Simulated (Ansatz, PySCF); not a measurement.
Molecule: sum formula GeHCl₂, net charge 0, doublet state. It need not be the lowest isomer of its formula. 
Geometry from a B3LYP-D3(BJ)/def2-TZVP (Ansatz, a program for electronic structure) optimisation:
SMILES: [Cl][GeH][Cl]
```xyz
4

Ge    -0.0828     0.5378     0.3317
Cl     1.8280    -0.3165    -0.2602
Cl    -1.6624    -0.7210    -0.4752
H     -0.1658     0.4271     1.8880
```
Charge 0, spin multiplicity 2.

Property: atomisation energy (electronic, to ground-state atoms), in eV. Cores are frozen in the correlated levels unless marked. UHF or UKS for open shells. Spin-orbit coupling is left out. The frozen core is the preceding noble-gas configuration, with the filled d and f shells of earlier blocks. Non-relativistic. The coupled-cluster limit lacks core correlation, which all-electron functionals hold. CBS(X,Y): correlation extrapolated as X^-3; Hartree-Fock from the larger set. The bracket is a focal-point correction in the basis named.

```
level                                                                 program  atomisation energy (eV)  minus last row
-------------------------------------------------------------  --------------  -----------------------  --------------
HF/6-31G*                                                              Ansatz                     6.77           -3.21
HF/def2-TZVPPD                                                         Ansatz                     7.15           -2.83
HF/def2-QZVPP                                                          Ansatz                     7.13           -2.85
HF-D3(BJ)/def2-TZVPD                                            PySCF + dftd3                     8.02           -1.96
HF-D4/def2-TZVPD                                                PySCF + dftd4                     7.49           -2.49
TPSS/def2-TZVPD                                                         PySCF                    10.19            0.21
TPSS-D4/def2-TZVPD                                              PySCF + dftd4                    10.33            0.35
M06-L/def2-TZVPD                                                        PySCF                    10.39            0.41
r2SCAN/def2-TZVPD                                                      Ansatz                    10.25            0.27
B3LYP-D3(BJ)/def2-TZVPD                                        Ansatz + dftd3                     9.87           -0.11
PBE0-D4/def2-TZVP                                              Ansatz + dftd4                    10.04            0.06
r2SCANh/def2-TZVPD                                                     Ansatz                    10.15            0.17
r2SCAN0-D4/def2-TZVPD                                          Ansatz + dftd4                    10.03            0.05
LC-wPBE-D3(BJ)/def2-TZVPD                                      Ansatz + dftd3                     9.85           -0.13
LC-wPBE/def2-TZVPD                                                     Ansatz                     9.74           -0.24
B2GP-PLYP-D4/def2-TZVPD                                        Ansatz + dftd4                     9.79           -0.19
MP2/6-31G*                                                             Ansatz                     8.76           -1.22
RI-MP2/def2-TZVPP                                                      Ansatz                     9.93           -0.05
RI-MP2/CBS(def2-TZVPPD,def2-QZVPPD)                                    Ansatz                    10.30            0.32
CCSD/def2-TZVPP                                                        Ansatz                     9.38           -0.60
RI-MP2/CBS(def2-TZVPPD,def2-QZVPPD)+[CCSD(T)-MP2]/def2-TZVPPD          Ansatz                     9.98            0.00
```
